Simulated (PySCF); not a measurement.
C$_{2}$H$_{6}$N (SMILES [CH2]NC), doublet, at a GFN2-xTB geometry, with bond 6-2 at 1.8 times its length; HF/STO-3G run with PySCF.

Input for PySCF:
```python
from pyscf import gto, scf

mol = gto.M(
    atom='''
C     1.200912   -0.354090   -0.260352
N     0.155141    0.394165    0.264962
C    -1.196764   -0.024490   -0.005583
H     1.056730   -0.730615   -1.256111
H     2.188297   -0.053528    0.034763
H     0.425685    0.898837    1.994699
H    -1.482562   -0.937816    0.533842
H    -1.296212   -0.215077   -1.073546
H    -1.882568    0.774819    0.275993
''',
    basis='sto-3g',
    charge=0,
    spin=1,
    verbose=5,
)

mf = scf.UHF(mol)
mf.kernel()
mo_i, mo_e, stable_i, stable_e = mf.stability(internal=True, external=True, return_status=True, nroots=6, tol=1e-6)
print('internally stable:', stable_i, ' externally stable:', stable_e)
if not stable_i:
    umf = mf.copy()
    umf.scf_summary = {}
    umf.kernel(umf.make_rdm1(mo_i, mf.mo_occ))
```

What the program printed (banner, timings and long lists left out):

```
PySCF version 2.14.0

[INPUT] verbose = 5
[INPUT] max_memory = 4000
[INPUT] num. atoms = 9
[INPUT] num. electrons = 25
[INPUT] charge = 0
[INPUT] spin (= nelec alpha-beta = 2S) = 1
[INPUT] symmetry False subgroup None
[INPUT] Mole.unit = angstrom
[INPUT] Symbol           X                Y                Z      unit          X                Y                Z       unit  Magmom
[...]
[INPUT] ---------------- BASIS SET ----------------
[INPUT] l, kappa, [nprim/nctr], expnt,             c_1 c_2 ...
[INPUT] H
[...]
                                0.62391373        0.53532814
                                0.1688554         0.44463454
[INPUT] N
[...]
                                18.052312         0.53532814
                                4.8856602         0.44463454
[...]
                                0.8784966         0.39951283
                                0.2857144         0.70011547
[...]
                                0.8784966         0.60768372
                                0.2857144         0.39195739
[INPUT] C
[...]
                                13.045096         0.53532814
                                3.5305122         0.44463454
[...]
                                0.6834831         0.39951283
                                0.2222899         0.70011547
[...]
                                0.6834831         0.60768372
                                0.2222899         0.39195739

nuclear repulsion = 75.4715363316061
number of shells = 15
number of NR pGTOs = 63
number of NR cGTOs = 21
basis = sto-3g
ecp = {}

******** <class 'pyscf.scf.uhf.UHF'> ********
method = UHF
initial guess = minao
damping factor = 0
level_shift factor = 0
DIIS = <class 'pyscf.scf.diis.CDIIS'>
diis_start_cycle = 1
diis_space = 8
diis_damp = 0
SCF conv_tol = 1e-09
SCF conv_tol_grad = None
SCF max_cycles = 50
direct_scf = True
direct_scf_tol = 1e-13
number electrons alpha = 13  beta = 12
Set gradient conv threshold to 3.16228e-05
E1 = -326.62363550106795  E2 = 119.26538039179177  Ecoul = 138.3016679979145  Exc = -19.03628760612274
init E= -131.88671877767
cond(S) = 10.53285268420802

  alpha mo_energy =
[-1.54583193e+01 -1.10937907e+01 -1.10649059e+01 -1.51792869e+00
 -1.13098250e+00 -8.20436560e-01 -5.46725773e-01 -5.01129225e-01
 -4.68796190e-01 -3.80173370e-01 -2.75643458e-01 -2.41092827e-01
  8.76568157e-04  7.99265594e-02  4.94327613e-01  5.70185072e-01
  5.95239820e-01  6.17237268e-01  6.22484765e-01  6.89881846e-01
  7.43410635e-01]
  beta  mo_energy =
[-1.54583193e+01 -1.10937907e+01 -1.10649059e+01 -1.51792869e+00
 -1.13098250e+00 -8.20436560e-01 -5.46725773e-01 -5.01129225e-01
 -4.68796190e-01 -3.80173370e-01 -2.75643458e-01 -2.41092827e-01
  8.76568157e-04  7.99265594e-02  4.94327613e-01  5.70185072e-01
  5.95239820e-01  6.17237268e-01  6.22484765e-01  6.89881846e-01
  7.43410635e-01]
multiplicity <S^2> = 0.75  2S+1 = 2
E1 = -327.24066663229746  E2 = 120.04411903431166  Ecoul = 139.06263341555913  Exc = -19.01851438124747
cycle= 1 E= -131.72501126638  delta_E= 0.162  |g|= 0.243  |ddm|=  2.5
  alpha mo_energy =
[-15.26592136 -11.23821249 -11.1261044   -1.16448894  -0.95352332
  -0.80958351  -0.66674855  -0.59148443  -0.57529215  -0.52116859
  -0.386698    -0.36763189  -0.15756651   0.17212574   0.58451469
   0.59682608   0.65671653   0.68278574   0.70414976   0.72865797
   0.82733906]
  beta  mo_energy =
[-15.25693002 -11.23473172 -11.12541043  -1.14487427  -0.9441536
  -0.79273014  -0.65633852  -0.58114997  -0.56995411  -0.51437052
  -0.34583668  -0.22986724   0.18566886   0.40220434   0.59395394
   0.60509848   0.66532973   0.68566761   0.70760638   0.74728534
   0.84303502]
multiplicity <S^2> = 0.75896073  2S+1 = 2.0089407
E1 = -327.4557712151745  E2 = 120.19755443718158  Ecoul = 139.2111765347483  Exc = -19.01362209756671
cycle= 2 E= -131.786680446387  delta_E= -0.0617  |g|= 0.159  |ddm|= 0.495
  alpha mo_energy =
[-15.39911663 -11.10756401 -11.07538626  -1.17246487  -0.93231456
[...]
converged SCF energy = -131.816827809193  <S^2> = 0.77546974  2S+1 = 2.0253096
<class 'pyscf.scf.uhf.UHF'> wavefunction has an internal instability
<class 'pyscf.scf.uhf.UHF'> wavefunction is stable in the real -> complex stability analysis
<class 'pyscf.scf.uhf.UHF'> wavefunction has an UHF/UKS -> GHF/GKS instability
internally stable: False  externally stable: False
[...]
   0.85506005]
  beta  mo_energy =
[-15.32838106 -11.08807036 -11.07275693  -1.1196311   -0.92981014
  -0.75544831  -0.60951574  -0.5701337   -0.55281202  -0.50271502
  -0.40674575  -0.31238198   0.29242574   0.43367424   0.61684374
   0.66805931   0.68179934   0.70621304   0.73063725   0.78051834
   0.85683328]
multiplicity <S^2> = 1.4066859  2S+1 = 2.5742462
E1 = -327.65790245007406  E2 = 120.34051862989931  Ecoul = 139.56328282368082  Exc = -19.222764193781515
cycle= 9 E= -131.845847488569  delta_E= -2.96e-07  |g|= 7.62e-05  |ddm|= 0.00219
  alpha mo_energy =
[-15.35596317 -11.08493541 -11.04621033  -1.18208333  -0.90204758
  -0.75808575  -0.61965375  -0.59277854  -0.56410627  -0.50320236
  -0.4454716   -0.40888253  -0.26508319   0.29841612   0.6049681
   0.67638565   0.68885446   0.69904046   0.73331257   0.78609292
   0.85507597]
  beta  mo_energy =
[-15.32836886 -11.0880253  -11.07274711  -1.11962314  -0.92980413
  -0.75544149  -0.60950262  -0.57012744  -0.55280264  -0.50270324
  -0.40672106  -0.31236332   0.29238752   0.43367841   0.61685473
   0.66806364   0.68180963   0.70621837   0.73064916   0.78053171
   0.85683875]
multiplicity <S^2> = 1.4065936  2S+1 = 2.5741745
E1 = -327.65790056432024  E2 = 120.34051672447328  Ecoul = 139.5632675129018  Exc = -19.222750788428527
cycle= 10 E= -131.845847508241  delta_E= -1.97e-08  |g|= 2.58e-05  |ddm|= 0.000522
  alpha mo_energy =
[-15.35597141 -11.08495865 -11.04620783  -1.18209207  -0.9020496
  -0.75808706  -0.61965887  -0.59278418  -0.56411086  -0.50320708
  -0.44547685  -0.40889285  -0.26509086   0.29842486   0.60496179
   0.6763799    0.68884999   0.69903936   0.73330877   0.78609157
   0.85507229]
  beta  mo_energy =
[-15.3283748  -11.08805329 -11.07274597  -1.11962728  -0.92981202
  -0.75544451  -0.60950482  -0.57013384  -0.5528094   -0.5027087
  -0.40673127  -0.31236677   0.29239266   0.43367939   0.6168468
   0.66806106   0.6818025    0.70621073   0.73064457   0.7805299
   0.85683383]
multiplicity <S^2> = 1.4066333  2S+1 = 2.5742054
E1 = -327.6579142837524  E2 = 120.34053044242857  Ecoul = 139.56329100024263  Exc = -19.222760557814055
cycle= 11 E= -131.845847509718  delta_E= -1.48e-09  |g|= 1.17e-05  |ddm|= 9.59e-05
  alpha mo_energy =
[-15.35597076 -11.08494672 -11.04621     -1.18209097  -0.9020463
  -0.75808665  -0.61965811  -0.59278183  -0.56410921  -0.50320576
  -0.44547642  -0.40889254  -0.26509064   0.29842476   0.60496597
   0.67638324   0.68885356   0.69904036   0.73331022   0.78609135
   0.85507245]
  beta  mo_energy =
[-15.3283734  -11.08804428 -11.07274766  -1.11962592  -0.92981188
  -0.75544355  -0.60950452  -0.57013221  -0.55280749  -0.50270724
  -0.40673209  -0.31236572   0.29239489   0.43368053   0.61684768
   0.66806136   0.68180412   0.70621254   0.73064669   0.78053018
   0.85683536]
multiplicity <S^2> = 1.4066422  2S+1 = 2.5742123
E1 = -327.65790536508615  E2 = 120.34052152346085  Ecoul = 139.56328346729885  Exc = -19.222761943837995
cycle= 12 E= -131.845847510019  delta_E= -3.01e-10  |g|= 3.7e-06  |ddm|= 4.53e-05
  alpha mo_energy =
[-15.35597008 -11.0849485  -11.04620908  -1.18209073  -0.9020465
  -0.75808663  -0.61965816  -0.59278211  -0.5641093   -0.50320583
  -0.44547641  -0.40889225  -0.26509047   0.29842516   0.60496595
   0.67638276   0.68885294   0.69904027   0.73330983   0.7860917
   0.85507261]
  beta  mo_energy =
[-15.32837282 -11.08804634 -11.0727465   -1.11962596  -0.92981205
  -0.75544358  -0.60950435  -0.57013247  -0.55280791  -0.50270733
  -0.40673153  -0.31236543   0.29239468   0.43368055   0.61684739
   0.66806146   0.68180369   0.70621195   0.73064632   0.78053039
   0.8568356 ]
multiplicity <S^2> = 1.4066421  2S+1 = 2.5742122
E1 = -327.6579068097083  E2 = 120.34052296806473  Ecoul = 139.56328473624401  Exc = -19.222761768179282
Extra cycle  E= -131.845847510037  delta_E= -1.82e-11  |g|= 2.28e-06  |ddm|= 6.34e-06
converged SCF energy = -131.845847510037  <S^2> = 1.4066421  2S+1 = 2.5742122
```
